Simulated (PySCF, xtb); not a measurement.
C₅H₅, SMILES C1=CC[C]=C1 (connectivity only; charge and spin as stated), charge +1, multiplicity 1. Other conformers were not sampled.

Harmonic wavenumbers (cm⁻¹) from GFN2-xTB in xtb at its own minimum, in rising order: 124, 411, 479, 594, 673, 795, 831, 866, 882, 959, 964, 998, 1053, 1111, 1148, 1194, 1314, 1521, 1815, 2945, 2974, 3084, 3125, 3188.

**Question.** What does PBE0-D3(BJ)/def2-SVP (PySCF) give at its own minimum? (Estimate from the structure and the level; the computed values follow.)

**Answer.** 336, 433, 515, 619, 749, 867, 914, 929, 947, 1011, 1067, 1077, 1133, 1177, 1209, 1332, 1383, 1494, 1699, 3091, 3173, 3215, 3230, 3282. Paired by order, the mean absolute difference is 88 cm⁻¹ and the zero-point energies are 47.2 and 49.9 kcal/mol.
